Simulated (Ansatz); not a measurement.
**Two structures, one formula**

Two relaxed structures of ZnH₂S₂, closed shell (PBE0-D4/def2-TZVP; forces vanish, vibrations not checked).

A:

```
5
angstrom
S -1.1373 -1.5916 -0.8706
S 0.7815 0.9610 2.1712
Zn -0.0848 -0.2523 0.7958
H -2.3170 -0.9424 -0.8587
H -0.6856 -0.8923 -1.9289
```

B:

S1  (-2.048, -0.835, 0.250)
S2  (2.156, 0.065, -0.203)
Zn3  (0.049, -0.363, 0.023)
H4  (-2.416, 0.044, -0.699)
H5  (2.123, 1.045, 0.717)
(Å)

Program: Ansatz 0.2.0. Basis: def2-TZVPP. Cores are frozen in the correlated methods. The 3s and 3p shells of Cu and Zn are frozen; filled d shells are correlated. B3LYP uses VWN-RPA correlation.

(1) Which structure is lower at CCSD(T), and by how much? (An estimate is asked for; the value comes from the calculation.)

The T1 diagnostic stays at or below 0.021.

Answers

(1) By the calculation: B, by 217.2 kJ/mol (electronic energy, against the other). By their contacts, A is ZnH₂S₂ ([S][Zn][SH2]) and B is ZnH₂S₂ ([SH][Zn][SH]).

All methods give the same order:

```
   method  E(B) − E(A) (kJ/mol)
   PBE-D4                -198.1
r2SCAN-D4                -207.8
  PBE0-D4                -217.2
 B3LYP-D4                -208.3
  wB97M-V                -224.7
       HF                -248.1
      MP2                -217.2
     CCSD                -226.9
  CCSD(T)                -217.2
```

Labels in which every atom is bracketed show which atoms are joined, not bond orders.

For scale, one of the runs: CCSD(T)/def2-TZVPP, 176 basis functions, launched by `ansatz run in.yaml --threads 2 --pin off --events-out ev --progress --plain --max-ram 4352MiB`. The run took 42 s on 2 CPU threads of an Arm Neoverse V2 (shared host), with 1.4 GiB of host memory at its peak.
